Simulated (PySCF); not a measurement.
Vibration and rotation of ZnSb

PBE0 constants of ZnSb, ⁴Σ⁻ (quartet), unpaired electrons σ ↑, π ↑↑ (Zn def2-SVPD, Sb def2-SVPD with ECP28; scalar-relativistic core potentials (PySCF 2.14); masses 63.9291 and 120.9038 u):

| Quantity | Value |
| --- | --- |
| ωe | 132.8 cm⁻¹ |
| ωexe | 1.1 cm⁻¹ |
| Be | 0.052782 cm⁻¹ |
| αe | 0.000432 cm⁻¹ |
| D (centrifugal) | 3.33e-08 cm⁻¹ |
| De to Zn + Sb | 0.479 eV |

Question: Give the vibrational terms G(v) and spacings up to v = 6.

Answer: G(v) = ωe(v+½) − ωexe(v+½)².

| v | G(v) (cm⁻¹) | G(v) − G(v−1) | Bv (cm⁻¹) |
| --- | --- | --- | --- |
| 0 | 66.1 |  | 0.05257 |
| 1 | 196.7 | 130.6 | 0.05213 |
| 2 | 325.1 | 128.4 | 0.05170 |
| 3 | 451.3 | 126.2 | 0.05127 |
| 4 | 575.3 | 124.0 | 0.05084 |
| 5 | 697.1 | 121.8 | 0.05041 |
| 6 | 816.7 | 119.6 | 0.04997 |

Question: How well does the Morse estimate ωe²/(4ωexe) reproduce De, and what is D0?

Answer: It gives 0.497 eV, 104 % of the computed De. D0 = De − G(0) = 0.479 − 0.008 = 0.471 eV.

Spin–orbit coupling is left out, which matters for elements this heavy, above all for dissociation energies. The state was picked by a PBE0 search and need not be the measured ground state.
